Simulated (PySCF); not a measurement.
An excited-state job on `C=[C](CC)[Al]([CH3])[Br]`.

Computed with TDDFT PBE0/def2-SVPD, vertical, gas phase, core orbitals frozen in the response (PySCF 2.14.0, density-fitted response routines). Geometry: GFN2-xTB. The input is one job of a driver script: a line of settings, then coordinates in Å.

Command:
```bash
OMP_NUM_THREADS=1 python probes_run.py task.json out
```

Input:
```
{"job": {"kind": "uv", "xc": "PBE0", "basis": "def2-SVPD", "nstates": 8, "ntriplets": 3}, "charge": 0, "multiplicity": 1}
C     -1.005859     2.144195     0.271590
C     -0.480773     0.960251    -0.047212
C     -1.290519    -0.103345    -0.745352
C     -1.552644    -1.262297     0.211671
Al     1.405803     0.548001     0.416121
C      2.508214    -0.968342    -0.244938
Br     2.420759     2.035685     1.801377
H     -2.025791     2.420098     0.032747
H     -0.429886     2.897540     0.795291
H     -2.238820     0.303508    -1.106679
H     -0.727008    -0.476914    -1.606684
H     -0.605460    -1.642424     0.602119
H     -2.156975    -0.930767     1.053220
H     -2.072263    -2.074424    -0.291247
H      3.536502    -0.896682     0.133226
H      2.576234    -0.989435    -1.338110
H      2.131487    -1.952618     0.052952
```

Q: What does the run print?

A: 
```
coarse grid: 64304 points
cycle   1  E = -3011.9586288909  dE = -7.097e-01  |g| = 4.881e-01  |ddm| = 5.588e+00
cycle   2  E = -3011.9468173269  dE =  1.181e-02  |g| = 5.307e-01  |ddm| = 1.861e+00
cycle   3  E = -3012.0264011398  dE = -7.958e-02  |g| = 4.567e-02  |ddm| = 8.335e-01
cycle   4  E = -3012.0267428274  dE = -3.417e-04  |g| = 2.846e-02  |ddm| = 1.225e-01
cycle   5  E = -3012.0269425486  dE = -1.997e-04  |g| = 8.817e-03  |ddm| = 5.442e-02
cycle   6  E = -3012.0269613762  dE = -1.883e-05  |g| = 2.639e-03  |ddm| = 1.597e-02
cycle   7  E = -3012.0269628346  dE = -1.458e-06  |g| = 2.150e-04  |ddm| = 4.071e-03
final grid: 134728 points
cycle   8  E = -3012.0270034089  dE = -1.145e-07  |g| = 2.640e-04  |ddm| = 9.772e-03
cycle   9  E = -3012.0270033945  dE =  1.436e-08  |g| = 3.552e-04  |ddm| = 1.437e-03
cycle  10  E = -3012.0270034280  dE = -3.342e-08  |g| = 5.284e-05  |ddm| = 6.213e-04
cycle  11  E = -3012.0270034287  dE = -7.112e-10  |g| = 1.311e-05  |ddm| = 9.449e-05
converged SCF energy = -3012.0270034287

Static polarisability (au): isotropic 109.180, principal 85.025 119.409 123.105

Singlet excitations
state   eV       nm        f      main configurations
  1   4.9955    248.2   0.00019   H-1->L 0.96
  2   5.5100    225.0   0.08712   H->L 0.93
  3   5.8175    213.1   0.00269   H-2->L 0.94
  4   6.2057    199.8   0.03704   H-3->L 0.93
  5   6.2202    199.3   0.00516   H->L+1 0.96
  6   6.3319    195.8   0.00345   H-4->L 0.94
  7   6.3953    193.9   0.17988   H-1->L+1 0.92
  8   6.8045    182.2   0.01643   H-1->L+2 0.78

Triplet excitations (Tamm-Dancoff, eV): 3.9056 4.5930 5.5732
```

The SCF starts on a coarse grid where the log names one; the energy can jump when the final grid takes over, and dE then counts from the start density on the new grid. H and L stand for HOMO and LUMO; the number after each pair is its weight.

Q: Give S1 in cm⁻¹ and kJ/mol.

A: 4.9955 eV × 8065.54 = 40291 cm⁻¹; × 96.485 = 482.0 kJ/mol.

Main results: HOMO -7.64 eV, LUMO -1.32 eV; lowest singlet 5.00 eV; lowest triplet 3.91 eV (Tamm–Dancoff); mean polarisability 109.2 au.

 The PBE0/def2-SVPD calculation is non-relativistic and has no spin–orbit coupling, an omission that weighs most on bromine.

Q: Estimate the wall time. Hardware: one thread of an Intel Xeon at 2.70 GHz, no GPU (shared host). And the peak memory of the process?

A: About 2.1 min (density and orbital grids were written too), with 0.98 GiB resident at the peak, the Python interpreter and its libraries included.

One conformer stands for the species.
Labels such as C1 count atoms from 1, the log's own numbers from 0.
